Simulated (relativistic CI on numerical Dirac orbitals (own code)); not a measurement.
# Slater and spin-orbit integrals, Hf12+

Calculated at this level of theory: Dirac-Coulomb-Breit CI, KLI orbitals optimised for each configuration, model QED (radiative potential, 1s self-energy scaled to tabulated hydrogen-like ionisation energies), unscaled Slater integrals (own radial code, finite nucleus).

Slater integrals F^k, G^k are unscaled and averaged over j, outside the closed core [Kr]; ζ comes from projecting the Hamiltonian with its Breit term on Σ l·s of the shell.

- 4d10 4f12 5s2: F^2(4f,4f) = 168470, F^4(4f,4f) = 107150, F^6(4f,4f) = 77513, ζ(4f) = 4038.7 cm⁻¹; <r>(4f) = 0.5886, <r^2>(4f) = 0.4167 (bohr units).
- 4d10 4f11 5s2 5p: F^2(4f,4f) = 172190, F^4(4f,4f) = 109700, F^6(4f,4f) = 79416, ζ(4f) = 4227.7, F^2(4f,5p) = 73851, G^2(4f,5p) = 29383, G^4(4f,5p) = 25110, ζ(5p) = 66759 cm⁻¹; <r>(4f) = 0.5781, <r^2>(4f) = 0.4007, <r>(5p) = 1.099, <r^2>(5p) = 1.348 (bohr units).
- 4d10 4f12 5s 5p: F^2(4f,4f) = 168840, F^4(4f,4f) = 107420, F^6(4f,4f) = 77712, ζ(4f) = 4078.1, G^3(4f,5s) = 35157, F^2(4f,5p) = 73788, G^2(4f,5p) = 30063, G^4(4f,5p) = 25528, G^1(5s,5p) = 126040, ζ(5p) = 64505 cm⁻¹; <r>(4f) = 0.5875, <r^2>(4f) = 0.415, <r>(5s) = 1.01, <r^2>(5s) = 1.136, <r>(5p) = 1.106, <r^2>(5p) = 1.366 (bohr units).

Averages of the first 10 configurations, taken without configuration mixing, which lowers the lowest level and can move excited configurations by several eV; other configurations of the list can lie among them:

```tsv
Configuration	Parity	States	Average energy above the lowest level (eV)
4d10 4f12 5s2	even	91	3.6
4d10 4f11 5s2 5p	even	2184	16.7
4d10 4f12 5s 5p	odd	1092	39.9
4d10 4f14	even	1	61.7
4d10 4f13 5s	odd	28	30.1
4d10 4f11 5s 5p2	odd	10920	55.3
4d10 4f13 5p	even	84	68.5
4d10 4f12 5s 5d	even	1820	93.8
4d10 4f13 5d	odd	140	120.1
4d10 4f11 5s2 6s	odd	728	107.5
```
